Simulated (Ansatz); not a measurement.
## Ligand exchange: NaBr + CH2F2O → NaOH + CHBrF2

Species: NaBr, singlet; CH2F2O `OC(F)F`, singlet; NaOH `[OH][Na]`, singlet; CHBrF2 (bromodifluoromethane) `FC(F)Br`, singlet. The partners trade Br for OH: Na–Br and C–OH bonds give way to Na–OH and C–Br.

Shapes, held fixed at every level: PBE0-D4/def2-TZVP. Flexible molecules stand in one conformer, not always the lowest. Programs: Ansatz 0.2.0. The zero-point and thermal change to 298 K, harmonic and unscaled (PBE0-D4/def2-TZVP), is -8.0 kJ/mol.

Question: Estimate ΔH(298 K) of this reaction.

Answer: The highest level, CCSD(T)/def2-TZVPP, gives ΔH(298 K) = +213.3 kJ/mol; the levels span +197.1 to +295.4. The column of differences is taken from that level and isn't an error. No measured value is set beside it here. Relativity is left out for Br unless named. Correlated rows may include outer-core shells of Br, Na, which these sets cover unevenly. Times are processor times on shared x86 and Arm servers, and rough.

| level | kind | ΔH(298 K) (kJ/mol) | less CCSD(T)/def2-TZVPP | CPU time (sum over the molecules) |
| --- | --- | --- | --- | --- |
| HF/def2-SVP | Hartree–Fock | +295.4 | +82.1 | – |
| HF/def2-TZVPP | Hartree–Fock | +266.5 | +53.2 | – |
| PBE-D4/def2-TZVPP | GGA | +197.1 | -16.2 | 11 s |
| PBE0-D4/def2-TZVPP | global hybrid | +218.5 | +5.2 | 12 s |
| r2SCAN0-D4/def2-TZVPP | global hybrid | +227.0 | +13.7 | 20 s |
| wB97X-V/def2-TZVPP | range-separated hybrid | +217.5 | +4.2 | 30 s |
| CCSD(T)/def2-TZVPP | coupled cluster or CI | +213.3 | 0.0 | 93 s |
